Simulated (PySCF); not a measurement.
**SMILES Nc1ccc(N)cc1, C6H8N2**

Geometry:
| atom | x (Å) | y (Å) | z (Å) |
| --- | --- | --- | --- |
| N1 | -2.762 | 0.340 | -0.028 |
| C2 | -1.383 | 0.146 | -0.006 |
| C3 | -0.625 | 0.424 | 1.141 |
| C4 | 0.759 | 0.284 | 1.146 |
| C5 | 1.454 | -0.142 | 0.006 |
| N6 | 2.844 | -0.228 | -0.006 |
| C7 | 0.696 | -0.421 | -1.140 |
| C8 | -0.687 | -0.281 | -1.146 |
| H9 | -3.255 | -0.210 | -0.720 |
| H10 | -3.212 | 0.282 | 0.877 |
| H11 | -1.131 | 0.761 | 2.050 |
| H12 | 1.315 | 0.513 | 2.060 |
| H13 | 3.266 | -0.375 | 0.903 |
| H14 | 3.222 | -0.867 | -0.694 |
| H15 | 1.203 | -0.754 | -2.051 |
| H16 | -1.243 | -0.506 | -2.061 |

Computed with quadratic response CAM-B3LYP/aug-cc-pVDZ first hyperpolarisability, Taylor convention, gas phase (PySCF). Geometry: PBE0-D3(BJ)/def2-SVP.

Give the tensor of the static β(0;0,0) in the axes of these coordinates.

In au, Taylor convention; rows are the first index (the induced dipole):
|  | xx | yy | zz | xy | xz | yz |
| --- | --- | --- | --- | --- | --- | --- |
| x | +1.5 | -0.1 | +0.9 | +5.0 | -1.5 | +0.5 |
| y | +5.0 | +9.5 | +8.6 | -0.1 | +0.5 | +3.8 |
| z | -1.5 | +3.8 | -9.4 | +0.5 | +0.9 | +8.6 |

Norm of βᵢ = ⅓ Σⱼ (βᵢⱼⱼ + βⱼᵢⱼ + βⱼⱼᵢ): 24.4 au, hyper-Rayleigh value 9.8 au.
